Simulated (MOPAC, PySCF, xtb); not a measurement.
Noncovalent pair: NH3 (SMILES N) (first 4 atoms) with C2H6O (SMILES CCO); geometry from B3LYP-D3(BJ)/def2-TZVP, rigid monomers moved along the line of their centres of mass till N1···H13 is 2.69 Å.
(charge 0, multiplicity 1):
```xyz
13

N      0.02759    -0.06640     0.46095
H     -0.92042    -0.34525     0.23492
H      0.27489     0.70252    -0.15197
H      0.63870    -0.84438     0.23991
C     -0.13891    -1.23770     5.00333
C     -0.52105     0.22639     4.82675
O      0.36300     0.92647     3.97338
H     -0.81103    -1.73577     5.70749
H      0.88204    -1.32018     5.38019
H     -0.19271    -1.77085     4.05082
H     -1.55668     0.29727     4.46364
H     -0.48752     0.73732     5.79190
H      0.25659     0.57646     3.06746
```

Counterpoise-corrected where a basis set is named; no monomer relaxation.

Rows in 6-31G* carry no dispersion term and start afresh at each structure (6-31G* with six Cartesian d functions). The state reached by AM1 isn't checked.

The values were computed with MOPAC for AM1 (differences of heats of formation); PySCF for 6-31G* rows; xtb for the GFN methods. Values without a source in brackets are computed.

Q: One of these levels gives -11.4 kJ/mol for the interaction energy. Which one is it?
A) AM1
B) GFN-FF
C) GFN2-xTB
D) HF/6-31G*

A: C, GFN2-xTB. The others give -18.9 (GFN-FF), -6.0 (AM1), -17.1 (HF/6-31G*)
